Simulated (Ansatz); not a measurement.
Cost and result for the atomization energy of C2H6O2Si, SMILES `O[SiH]1CCO1` (11 atoms, 11 bonds).

```xyz
11

O     1.977    0.444   -1.185
Si    0.835   -0.483   -0.474
C    -0.955    0.061   -0.409
C    -0.701    0.049    1.112
O     0.702   -0.312    1.175
H     2.015    1.372   -0.946
H     1.163   -1.848   -0.943
H    -1.707   -0.650   -0.750
H    -1.186    1.047   -0.815
H    -1.295   -0.700    1.641
H    -0.848    1.019    1.593
```

The species carries charge 0 and has multiplicity 1. The structure was optimised at the PBE0-D4/def2-TZVP level. It is one conformer, not always the lowest. Program: Ansatz. All runs use 4 threads of an Arm Neoverse V2 on a shared host. Times are those of one run each, without the atoms' runs, and a repeat can differ threefold. Electronic energies, without spin–orbit coupling; frozen cores. CCSD(T)/CBS adds CCSD(T) − MP2 in def2-TZVPP to the MP2 limit, and its time is that of the two runs behind it. T1 = 0.012. B3LYP takes the VWN-RPA correlation (the form of Gaussian; ORCA's B3LYP/G).

CCSD(T)/CBS is a level of theory with its own doubt, some kJ/mol a heavy atom from the limit and from the frozen cores, so smaller differences don't rank the functionals.

```tsv
level	functions	wall time
PBE-D4/def2-TZVPP (with forces)	250	2.1 s
PBE0-D4/def2-TZVPP	250	2.2 s
B3LYP-D4/def2-TZVPP (with forces)	250	3.7 s
r2SCAN-D4/def2-TZVPP (with forces)	250	3.9 s
B2PLYP/def2-TZVPP	250	4.3 s
ωB97X-V/def2-TZVPP	250	6 s
ωB97M-V/def2-TZVPP (with forces)	250	9 s
MP2/def2-QZVPP	478	16 s
CCSD(T)/def2-TZVPP	250	110 s
CCSD(T)/CBS(def2)	–	2.1 min
```

**Question.** What atomization energy does each give, and how far from CCSD(T)/CBS? (Best estimate.)

**Answer.** The calculation gave: 
```
                             level  atomization (kcal/mol)  difference from CCSD(T)/CBS  per bond
   PBE-D4/def2-TZVPP (with forces)                  1066.8                         15.7       1.4
                PBE0-D4/def2-TZVPP                  1046.9                         -4.2      -0.4
 B3LYP-D4/def2-TZVPP (with forces)                  1044.1                         -7.0      -0.6
r2SCAN-D4/def2-TZVPP (with forces)                  1050.9                         -0.2       0.0
                 B2PLYP/def2-TZVPP                  1036.8                        -14.3      -1.3
                ωB97X-V/def2-TZVPP                  1052.1                          1.0       0.1
  ωB97M-V/def2-TZVPP (with forces)                  1052.7                          1.6       0.1
                    MP2/def2-QZVPP                  1062.4                         11.3       1.0
                CCSD(T)/def2-TZVPP                  1022.4                        -28.7      -2.6
                 CCSD(T)/CBS(def2)                  1051.1                          0.0       0.0
```

From PBE to PBE0 (25 % exact exchange), in def2-TZVPP and without D4, the atomization energy moves by −19.0 kcal/mol: exact exchange takes away binding that semilocal exchange gives to molecules. In def2-TZVPP, CCSD(T) changes the Hartree–Fock value by +265.2 kcal/mol (the triples alone add +15.7 kcal/mol) and MP2 by +288.1 kcal/mol; breaking electron pairs costs correlation energy, which Hartree–Fock lacks. The D4 term adds +8.2 kcal/mol with B3LYP and +4.3 kcal/mol with PBE0; it sums over pairs of atoms, weighted by their polarisabilities, and B3LYP, whose exchange is more repulsive, gets the larger term.
